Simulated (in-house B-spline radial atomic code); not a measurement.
A calculation on Os III (Os2+): its settings, and results tabulated from the run. All numbers are computed (Dirac-Kohn-Sham LDA VWN5, spherical fractional occupations; Fermi nucleus of rms radius 5.4126 fm, inside a hard spherical wall at 1.92 bohr) with an all-electron radial atomic-structure program (B-spline basis), not measured.

Command:
```bash
python run_scf.py task.json out
```
Settings (nuclear radius in fm, mass in u):
```
Z                76
configuration    [Xe] 4f14 5d6
hamiltonian      dirac
method           lda,vwn
spin_polarised   False
nucleus          fermi
rms_radius       5.4126
atomic_mass      191.96148
speed_of_light   137.035999084
wall_radius      1.92
```

Output (hartree, bohr):
```
 radial grid: 57 intervals, B-splines of order 8, outer radius 1.92 bohr

 iter        energy (Eh)    residual
    1      -17255.281362    6.02e-01
    2      -17254.075472    4.09e-01
    3      -17257.529580    1.38e-01
    4      -17257.805362    2.35e-02
    5      -17257.792142    3.83e-02
    6      -17257.818960    7.68e-04
    7      -17257.818975    2.49e-04
    8      -17257.818977    3.72e-06
    9      -17257.818977    8.99e-08

 total energy                    -17257.81898
 kinetic                           19629.6347
 electron-nucleus                 -43377.2273
 Hartree                            6823.5158
 exchange-correlation               -333.7422

 first-order corrections (not in the total)
   Gaunt                            21.1581
   retardation                      -2.2469
   frequency dependence             -0.3774
   self-energy                      15.5138
   Uehling                          -3.0012
   Wichmann-Kroll                    0.1240

 orbital      occ     eigenvalue          <r>       <r^2>       <1/r>       <r^4>     <1/r^2>       r_max    small
 1s1/2      2.000     -2706.0558      0.01775 0.000434172     90.3353 5.13852e-07     19842.8     0.01104  8.25e-02
 2s1/2      2.000      -469.8878    0.0743167  0.00659441     22.0711 7.60598e-05      2741.4     0.06365  1.88e-02
 2p1/2      2.000      -450.0695     0.061329  0.00468836     22.0495 4.55094e-05     866.881     0.04711  1.89e-02
 2p3/2      4.000      -393.8714    0.0695193   0.0058838     18.3079 6.78861e-05     458.062     0.05417  1.69e-02
 3s1/2      2.000      -108.3925     0.193615    0.043003     8.09921  0.00279706     619.419      0.1792  6.21e-03
 3p1/2      2.000       -99.4763     0.183641   0.0393311     8.01968  0.00245368     199.391      0.1675  6.16e-03
 3p3/2      4.000       -87.2335     0.198786   0.0458626     7.04813  0.00329802     106.893       0.182  5.60e-03
 3d3/2      4.000       -72.1891     0.173586   0.0353931     6.94583   0.0022183     60.4965      0.1421  5.49e-03
 3d5/2      6.000       -69.5365     0.178226   0.0371796     6.71953  0.00242645     55.7782      0.1461  5.34e-03
 4s1/2      2.000       -21.9592      0.43274    0.211727     3.41189   0.0651695     156.261      0.4058  2.07e-03
 4p1/2      2.000       -18.2189     0.436746    0.217459     3.30291   0.0706613     49.2461      0.4047  1.98e-03
 4p3/2      4.000       -15.3463     0.471037     0.25263     2.96102   0.0953535     26.4084      0.4352  1.76e-03
 4d3/2      4.000        -9.1910     0.485413    0.273433     2.74727    0.120868     13.7599      0.4304  1.56e-03
 4d5/2      6.000        -8.6619     0.497157    0.286664     2.66607    0.132845     12.6361        0.44  1.50e-03
 5s1/2      2.000        -2.5114     0.976574     1.04977     1.37039      1.4522     30.3107      0.9259  5.03e-04
 5p1/2      2.000        -1.3014      1.02021     1.14208     1.29087     1.69413     9.24129      0.9808  4.61e-04
 5p3/2      4.000        -0.7786      1.06501     1.23895     1.21672     1.95437     5.43256        1.05  4.37e-04
 4f5/2      6.000        -0.8931     0.560898    0.384982     2.22582    0.298072     6.28375      0.4054  1.10e-03
 4f7/2      8.000        -0.7934     0.568849    0.395684     2.19359    0.313257     6.09542      0.4104  1.07e-03
 5d3/2      2.400         1.1877      1.12911     1.38849     1.13127     2.40317     2.98713       1.163  4.10e-04
 5d5/2      3.600         1.2903       1.1363     1.40641     1.12414     2.46032     2.87263       1.178  4.12e-04
```

Run time, properties included: 0.65 s on 1 thread of Arm Neoverse V1 (shared host).

For the Dirac Hamiltonian the kinetic term is c α·p + (β - 1)c².
